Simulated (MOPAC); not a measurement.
Input file for MOPAC: PM3 on GaH3Se2 (SMILES [SeH][GaH][SeH]), a point of a torsion scan.

```
PM3 1SCF PRECISE CHARGE=0 THREADS=1
GaH3Se2

Se    -2.27111323 1    -0.59811218 1    -0.23720841 1
Ga    -0.35057096 1     0.72794005 1    -0.33062298 1
Se     0.82550249 1     1.30456422 1     1.61872224 1
H     -2.14295841 1    -0.67930459 1     1.20256869 1
H      0.19644699 1     1.26153245 1    -1.71062154 1
H      1.79961475 1     2.07909807 1     0.89391314 1
```

Output:

```
*******************************************************************************
 **                                                                           **
 **                              MOPAC v23.2.5                                **
 **                                                                           **
 *******************************************************************************
 ** MOPAC's Digital Object Identifier: https://doi.org/10.5281/zenodo.6511958 **
 **                                                                           **
 ** Please cite the open-source release paper for use of this MOPAC version:  **
 ** J. E. Moussa and J. J. P. Stewart (2026)                                  **
 ** MOPAC: An open-source semiempirical molecular orbital program             **
 ** J. Open Source Softw., 11(119), 8025, https://doi.org/10.21105/joss.08025 **
 *******************************************************************************

                              PM3 CALCULATION RESULTS

 *******************************************************************************
 *  PM3        - The PM3 Hamiltonian to be used
 *
 *
 *
 *                 CHARGE ON SYSTEM = 0
 *
 *
 *
 *  PRECISE    - TIGHTER CRITERIA TO BE USED
 *  1SCF       - DO 1 SCF AND THEN STOP
 *  THREADS=1  - MULTI-THREADING NOT USED
 *  T=         - A TIME OF 172800.0 SECONDS REQUESTED
 *  DUMP=N     - RESTART FILE WRITTEN EVERY 7200.0 SECONDS REQUESTED
 *******************************************************************************
PM3 1SCF PRECISE CHARGE=0 THREADS=1
 GaH3Se2

   ATOM   CHEMICAL          X               Y               Z
  NUMBER   SYMBOL      (ANGSTROMS)     (ANGSTROMS)     (ANGSTROMS)

     1      Se         -2.27111323  *  -0.59811218  *  -0.23720841  *
     2      Ga         -0.35057096  *   0.72794005  *  -0.33062298  *
     3      Se          0.82550249  *   1.30456422  *   1.61872224  *
     4       H         -2.14295841  *  -0.67930459  *   1.20256869  *
     5       H          0.19644699  *   1.26153245  *  -1.71062154  *
     6       H          1.79961475  *   2.07909807  *   0.89391314  *



          CARTESIAN COORDINATES

    NO.       ATOM           X           Y           Z

     1        Se         -2.2711     -0.5981     -0.2372
     2        Ga         -0.3506      0.7279     -0.3306
     3        Se          0.8255      1.3046      1.6187
     4         H         -2.1430     -0.6793      1.2026
     5         H          0.1964      1.2615     -1.7106
     6         H          1.7996      2.0791      0.8939

  H: (PM3): J. J. P. STEWART, J. COMP. CHEM. 10, 209 (1989).
 Ga: (PM3): J. J. P. STEWART, J. COMP. CHEM. 12, 320-341 (1991).
 Se: (PM3): J. J. P. STEWART, J. COMP. CHEM. 12, 320-341 (1991).

           Empirical Formula: H3 Se2 Ga  =     6 atoms



      MOLECULAR POINT GROUP   :   Cs


      RHF CALCULATION, NO. OF DOUBLY OCCUPIED LEVELS = 9


 -------------------------------------------------------------------------------
 PM3 1SCF PRECISE CHARGE=0 THREADS=1
 GaH3Se2



     1SCF WAS SPECIFIED, SO BFGS WAS NOT USED
     SCF FIELD WAS ACHIEVED


                              PM3 CALCULATION
                                                       MOPAC v23.2.5 Linux




          FINAL HEAT OF FORMATION =         79.11384 KCAL/MOL =     331.01231 KJ/MOL


          COSMO AREA              =        129.23 SQUARE ANGSTROMS
          COSMO VOLUME            =        118.54 CUBIC ANGSTROMS

          IONIZATION POTENTIAL    =          9.913415 EV
          HOMO LUMO ENERGIES (EV) =         -9.913 -3.884
          NO. OF FILLED LEVELS    =          9
          MOLECULAR WEIGHT        =        230.6787         POINT GROUP:  Cs

          MOLECULAR DIMENSIONS (Angstroms)

            Atom       Atom       Distance
            H     6   Se     1     5.00177
            H     5    H     4     3.53692
           Se     3   Se     1     0.01763


          SCF CALCULATIONS        =          1





   ATOM   CHEMICAL          X               Y               Z
  NUMBER   SYMBOL      (ANGSTROMS)     (ANGSTROMS)     (ANGSTROMS)

     1      Se         -2.27111323  *  -0.59811218  *  -0.23720841  *
     2      Ga         -0.35057096  *   0.72794005  *  -0.33062298  *
     3      Se          0.82550249  *   1.30456422  *   1.61872224  *
     4       H         -2.14295841  *  -0.67930459  *   1.20256869  *
     5       H          0.19644699  *   1.26153245  *  -1.71062154  *
     6       H          1.79961475  *   2.07909807  *   0.89391314  *

                             CARTESIAN COORDINATES

   1   Se       -2.271113230    -0.598112180    -0.237208410
   2   Ga       -0.350570960     0.727940050    -0.330622980
   3   Se        0.825502490     1.304564220     1.618722240
   4    H       -2.142958410    -0.679304590     1.202568690
   5    H        0.196446990     1.261532450    -1.710621540
   6    H        1.799614750     2.079098070     0.893913140


           Empirical Formula: H3 Se2 Ga  =     6 atoms



      MOLECULAR POINT GROUP   :   Cs


                  EIGENVALUES
 -20.81967 -19.94228 -16.81034 -13.79369 -12.92192 -11.21789 -10.73027 -10.02327
  -9.91341  -3.88404  -3.56341  -3.56031  -0.79673  -0.61863  -0.46069


              NET ATOMIC CHARGES AND DIPOLE CONTRIBUTIONS

  ATOM NO.   TYPE          CHARGE      No. of ELECS.   s-Pop       p-Pop
    1         Se          -0.004696        6.0047     1.86958     4.13512
    2         Ga           0.057947        2.9421     1.18560     1.75645
    3         Se          -0.045096        6.0451     1.89090     4.15420
    4          H          -0.002921        1.0029     1.00292
    5          H           0.019064        0.9809     0.98094
    6          H          -0.024298        1.0243     1.02430
 DIPOLE           X         Y         Z       TOTAL
 POINT-CHG.    -0.387    -0.184    -0.715     0.834
 HYBRID         0.991     0.674     0.154     1.208
 SUM            0.604     0.490    -0.562     0.959


          ATOMIC ORBITAL ELECTRON POPULATIONS

     Atom    s        px        py        pz
    1 Se   1.86958   1.45690   1.62909   1.04914
    2 Ga   1.18560   0.49382   0.50041   0.76222
    3 Se   1.89090   1.34669   1.53195   1.27555
    4  H   1.00292
    5  H   0.98094
    6  H   1.02430

 **********************
 *                    *
 * JOB ENDED NORMALLY *
 *                    *
 **********************




 == MOPAC DONE ==
```

The run finished.

Cost: around 0.05 core-seconds (rough).
